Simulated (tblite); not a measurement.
C3H9Ga, triplet, at a GFN2-xTB geometry (such geometries of metal compounds can be far from the true shape) (a higher spin typed on purpose: for a closed-shell molecule this is an excited state); GFN1-xTB run with tblite.

The tblite input:
```
$ tblite run mol.xyz --method gfn1 --charge 0 --spin 2 --spin-polarized --json tblite.json --no-restart

# file mol.xyz
13

Ga    -0.29203971     0.33248422     0.32507992
C     -0.81222176    -1.79125288    -0.37264226
H     -0.10149786    -2.12380947    -1.11828279
H     -1.78597217    -1.58621334    -0.80809556
H     -0.87885691    -2.46902136     0.46929178
C      0.08037324     1.48913743    -1.43629314
H      0.58076296     0.84265399    -2.16014170
H      0.72752364     2.34157557    -1.22331300
H     -0.84339354     1.86241547    -1.88118647
C      1.65518927    -0.78188169     0.80937839
H      2.22246012     0.04171239     1.23329735
H      2.09165519    -1.13347279    -0.11706188
H      1.50050503    -1.57886848     1.52535701
```

Question: Write the output that tblite gives for this input, abridged.

Answer: 
```
xTB calculator
 | screened Coulomb repulsion
 | Coulomb electrostatics
 |  * isotropic Klopman-Ohno-Mataga-Nishimoto electrostatics
 |  * onsite third-order electrostatics
 | DFT-D3(BJ) dispersion correction
 | Interactions (1)
 | [1] spin polarization

halogen bonding energy    0.0000000000000E+00 Eh
repulsion energy          1.5833496541073E-01 Eh
dispersion energy        -3.6801563673862E-03 Eh
interaction energy        0.0000000000000E+00 Eh
number of electrons       2.4000000000000E+01 e
integral cutoff           4.0000000000000E+01 bohr

------------------------------------------------------------
  cycle        total energy    energy error   density error
------------------------------------------------------------
      1     -12.35062679722  -1.2505282E+01   3.8290452E-01
      2     -12.35758498253  -6.9581853E-03   2.2322283E-01
      3     -12.35805537385  -4.7039132E-04   2.4534727E-02
      4     -12.35865516531  -5.9979146E-04   8.8013820E-03
      5     -12.35868951370  -3.4348386E-05   5.5055607E-03
      6     -12.35867219647   1.7317229E-05   4.2833591E-03
      7     -12.35872186360  -4.9667130E-05   3.2507560E-04
      8     -12.35872195411  -9.0506440E-08   1.7668315E-04
      9     -12.35872196661  -1.2505676E-08   5.1484261E-05
     10     -12.35872196821  -1.5929675E-09   5.7326924E-06
------------------------------------------------------------

electronic energy        -1.2513376777250E+01 Eh
total energy             -1.2358721968207E+01 Eh

Post processing:
 | Mayer-Wiberg bond orders

[Info] JSON dump of results written to 'tblite.json'
```
